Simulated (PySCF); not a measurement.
**Computed properties of C₂H₈SeSi, SMILES C[SiH](C)[SeH]**

C2H8SeSi, SMILES C[SiH](C)[SeH]. Coordinates come from a r2SCAN-D4/def2-SVP optimisation. The values are those of a single conformer. All values are computed for the isolated molecule unless a solvent is named; none is compared with measurement here.

**Structure.** The optimised structure has Cs symmetry. All 30 harmonic modes at r2SCAN-D4/def2-SVP (PySCF) are real, so it is a minimum. With heavy atoms numbered as in [SiH:1]([CH3:2])([CH3:3])[SeH:4], the shortest bond between them is Si1–C3 at 1.877 Å and the longest Si1–Se4 at 2.303 Å.

**Vibrations.** The strongest infrared lines (harmonic, unscaled, degenerate partners summed) lie at 881 cm⁻¹ (196 km/mol, H 76 %, C 13 %, Si 10 %), 2214 cm⁻¹ (116 km/mol, H 97 %), 894 cm⁻¹ (97 km/mol, H 81 %, C 11 %, Si 8 %). The softest mode is at 138 cm⁻¹ and the zero-point energy is 56.6 kcal/mol.

**Electronic structure.** r2SCAN/def2-TZVP (PySCF) places the frontier levels at -5.91 and -0.26 eV, a gap of 5.65 eV, and gives a dipole moment of 2.01 D and a mean polarisability of 78.5 bohr³. PBE/def2-TZVP (PySCF) at the same geometry gives -5.64 and -0.58 eV, so its gap is 0.59 eV narrower. An orbital gap is neither the optical nor the fundamental gap.

**Excitations.** TDA-CAM-B3LYP/def2-SVPD (PySCF) has S1 at 5.33 eV (233 nm, f = 0.006, weak); the most intense of the 10 singlets computed lies at 8.19 eV (f = 0.50). T1 (TDA) is at 4.88 eV, 0.45 eV under S1. TDA-PBE/def2-SVPD (PySCF) puts S1 at 5.06 eV. No vertical singlet excitation falls in the visible range (under 3.1 eV).

**NMR.** GIAO shifts at PBE0/pcSseg-1 (PySCF) (non-relativistic, atoms alike by connectivity averaged): ¹³C at 6.2 ppm against TMS; ¹H from 0.3 to 5.1 ppm against TMS; ²⁹Si at 3.6 ppm against TMS.
